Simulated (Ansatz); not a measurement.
Steps of a relaxation of C₂H₄F₂Si₂, SMILES `F[SiH](F)C#C[SiH3]` with RKS PBE-D4/def2-SVP.

```sh
$ ansatz run in.yaml --threads 4 --pin off --events-out ev --progress --plain --max-ram 10444MiB
```

```yaml
crystal:
  periodic: [false, false, false]
  atoms:
    - {symbol: F, position_ang: [-0.084500, -3.324200, -0.667600]}
    - {symbol: Si, position_ang: [0.795400, -2.055900, -1.125600]}
    - {symbol: F, position_ang: [0.639600, -1.847900, -2.723900]}
    - {symbol: C, position_ang: [0.281500, -0.488500, -0.268900]}
    - {symbol: C, position_ang: [-0.175900, 0.491800, 0.267000]}
    - {symbol: Si, position_ang: [-0.789400, 2.064500, 1.132100]}
    - {symbol: H, position_ang: [2.237900, -2.356500, -0.776000]}
    - {symbol: H, position_ang: [-2.163000, 2.337800, 0.758200]}
    - {symbol: H, position_ang: [-0.700100, 1.912000, 2.650100]}
    - {symbol: H, position_ang: [0.041500, 3.215800, 0.757500]}
basis:
  gaussian: {orbitals: def2-SVP}
hamiltonian: {xc: pbe, dispersion: d4}
relax: {f_tol: 0.03, max_steps: 200}
```

Positions (Å) and forces (eV/Å) along the path, 5 of 5 steps:

```xyz
10
step=1 energy=-23302.7948 eV
F    -0.085   -3.324   -0.668   -0.430   -0.220    0.067
Si    0.795   -2.056   -1.126    1.078    0.947    0.647
F     0.640   -1.848   -2.724   -0.115   -0.052   -0.123
C     0.281   -0.488   -0.269    0.815   -3.143   -1.718
C    -0.176    0.492    0.267   -1.228    3.274    1.827
Si   -0.789    2.064    1.132    0.815   -1.186    0.516
H     2.238   -2.357   -0.776   -0.402    0.019   -0.226
H    -2.163    2.338    0.758   -0.934    0.077   -0.291
H    -0.700    1.912    2.650   -0.017   -0.105   -0.442
H     0.042    3.216    0.757    0.417    0.389   -0.257
10
step=2 energy=-23302.9481 eV
F    -0.117   -3.264   -0.642   -0.182   -0.173    0.049
Si    0.824   -2.032   -1.101    0.308    0.546    0.273
F     0.634   -1.819   -2.697   -0.008   -0.059   -0.131
C     0.277   -0.489   -0.263   -0.096   -0.392   -0.160
C    -0.186    0.517    0.288    0.027    0.364    0.195
Si   -0.789    2.064    1.137    0.304   -0.566    0.049
H     2.248   -2.381   -0.802   -0.136    0.024   -0.065
H    -2.199    2.304    0.742   -0.265    0.076   -0.065
H    -0.692    1.848    2.627   -0.014    0.056   -0.124
H     0.081    3.201    0.715    0.063    0.125   -0.022
10
step=3 energy=-23302.9644 eV
F    -0.125   -3.249   -0.635   -0.077   -0.081    0.018
Si    0.827   -2.019   -1.095    0.097    0.140    0.035
F     0.642   -1.824   -2.697   -0.005   -0.027   -0.059
C     0.270   -0.494   -0.264   -0.172    0.012    0.029
C    -0.182    0.515    0.291    0.147   -0.011    0.000
Si   -0.781    2.045    1.135   -0.007   -0.042   -0.041
H     2.241   -2.374   -0.806    0.018    0.006    0.001
H    -2.207    2.300    0.740    0.008    0.002    0.001
H    -0.687    1.849    2.619   -0.002    0.000    0.017
H     0.085    3.198    0.716   -0.007    0.002    0.000
10
step=4 energy=-23302.9665 eV
F    -0.127   -3.248   -0.636   -0.013   -0.013   -0.005
Si    0.826   -2.015   -1.095    0.038    0.011   -0.009
F     0.647   -1.831   -2.700   -0.003   -0.012   -0.005
C     0.261   -0.495   -0.265   -0.132    0.013    0.009
C    -0.180    0.516    0.293    0.128   -0.031   -0.011
Si   -0.778    2.043    1.135   -0.047    0.040   -0.012
H     2.241   -2.366   -0.804    0.012    0.008    0.008
H    -2.204    2.299    0.739    0.022   -0.006    0.006
H    -0.687    1.848    2.620    0.002    0.000    0.011
H     0.084    3.199    0.715   -0.007   -0.010    0.007
10
step=5 energy=-23302.9701 eV
F    -0.120   -3.265   -0.647    0.007   -0.002   -0.005
Si    0.819   -2.017   -1.098   -0.011   -0.001   -0.003
F     0.651   -1.841   -2.705    0.007   -0.006    0.005
C     0.225   -0.506   -0.273   -0.006   -0.004   -0.004
C    -0.166    0.520    0.296   -0.002    0.010    0.006
Si   -0.771    2.046    1.137    0.013    0.004    0.004
H     2.238   -2.340   -0.789    0.002    0.003   -0.001
H    -2.196    2.291    0.736   -0.005    0.003    0.000
H    -0.682    1.853    2.623   -0.001   -0.001   -0.002
H     0.086    3.207    0.722   -0.003   -0.004    0.000
```

Run time 5 s (4 threads of an Arm Neoverse V2 on a shared host); peak host memory 0.15 GiB.
